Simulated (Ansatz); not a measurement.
`FC1=C(F)C(F)(F)C(F)(F)C1F`, 13 atoms. The species carries charge 0 and has multiplicity 1. Hardware: A = 4 threads of an AMD EPYC 7R13 on a shared host; B = 4 threads of an AMD EPYC 7R13 on a shared host and a share of an NVIDIA H100 80 GB. Correlated methods freeze the cores.

Question: How many basis functions does each run have, and how long does it take in Ansatz? direct RPA on PBE orbitals/def2-TZVPP energy [B]; RKS PBE0-D4/def2-TZVP frequencies [B]; RKS PBE0-D4/def2-TZVP relaxation (11 steps) [B]; RKS revPBE-D4/def2-TZVPP energy [B]; RKS BLYP-D4/def2-TZVPP energy [B]; RKS PBE0-D4/def2-SVP energy [A]; RKS B3LYP-D4/def2-TZVPP energy and forces [B]; RKS ωB97M-V/def2-SVP energy [A]; RKS ωB97M-V/def2-QZVPP energy [B]; RHF-CCSD(T)/def2-TZVPP energy [B]; RKS BHLYP-D4/def2-TZVPP energy [B]; RKS PBE0-D4/def2-QZVPP energy [B]. (Best estimate.)

Answer: Computed: Other jobs shared the machine, so times are rough.

```csv
level,job,functions,wall time,peak host memory (GiB)
RKS PBE0-D4/def2-SVP,energy [A],173,2.9 s,0.69
RKS PBE0-D4/def2-QZVPP,energy [B],714,5.5 s,1.3
RKS ωB97M-V/def2-QZVPP,energy [B],714,6 s,1.4
direct RPA on PBE orbitals/def2-TZVPP,energy [B],386,6 s,1.9
RKS BLYP-D4/def2-TZVPP,energy [B],386,8 s,0.87
RKS ωB97M-V/def2-SVP,energy [A],173,8.5 s,0.86
RKS revPBE-D4/def2-TZVPP,energy [B],386,9 s,0.87
RKS BHLYP-D4/def2-TZVPP,energy [B],386,10 s,0.88
RKS B3LYP-D4/def2-TZVPP,energy and forces [B],386,10 s,0.96
RHF-CCSD(T)/def2-TZVPP,energy [B],386,41 s,0.87
RKS PBE0-D4/def2-TZVP,relaxation (11 steps) [B],378,49 s,1
RKS PBE0-D4/def2-TZVP,frequencies [B],378,98 s,1
```

B3LYP here is the variant with VWN-RPA as its local correlation; programs differ in this.
